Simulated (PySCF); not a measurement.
C5H8N2O.
Z-matrix (Å and degrees, GFN2-xTB geometry), rows numbered from 1:
```
C 
C   1  1.5220
O   2  1.4250  1  112.52
C   3  1.3381  2  115.17  1   -73.90
N   4  1.3030  3  128.38  2     0.25
C   5  1.3679  4  105.32  3  -179.11
C   6  1.3574  5  110.46  4    -0.02
N   4  1.3571  3  119.29  2  -178.84
H   1  1.0874  2  110.37  3   -56.01
H   1  1.0863  2  109.46  3  -176.10
H   1  1.0865  2  109.50  3    64.29
H   2  1.0947  1  109.87  3  -121.62
H   2  1.0926  1  111.04  3   116.52
H   6  1.0706  5  120.14  4  -179.81
H   7  1.0695  6  132.32  5   179.99
H   8  1.0053  4  126.46  3    -0.77
```

A PySCF run (density fitting, gas phase, GFN2-xTB geometry) gave HOMO -6.84 eV, LUMO 2.10 eV, dipole 2.06 D and E = -379.935 Eh.

**Question.** Which of these levels was it?
A. PBE0/pcSseg-1
B. BHandHLYP/6-311G**
C. PBE0/def2-SVPD

**Answer.** B. It is BHandHLYP/6-311G**. All candidates on this geometry:

```tsv
level and settings	kind	basis functions	SCF cycles	E (Eh)	HOMO (eV)	LUMO (eV)	dipole (D)
PBE0/def2-SVPD	global hybrid	227	14	-379.3831	-6.05	0.73	2.03
PBE0/pcSseg-1	global hybrid	176	14	-379.5906	-6.02	1.23	2.05
BHandHLYP/6-311G**	global hybrid	192	13	-379.9350	-6.84	2.10	2.06
```

The nearest other candidate, by the summed differences of HOMO and LUMO, is PBE0/pcSseg-1: its HOMO differs by +0.82 eV and its LUMO by -0.87 eV. Cycle counts include a coarse-grid stage where the run had one. All basis functions are spherical, in the Pople sets too.
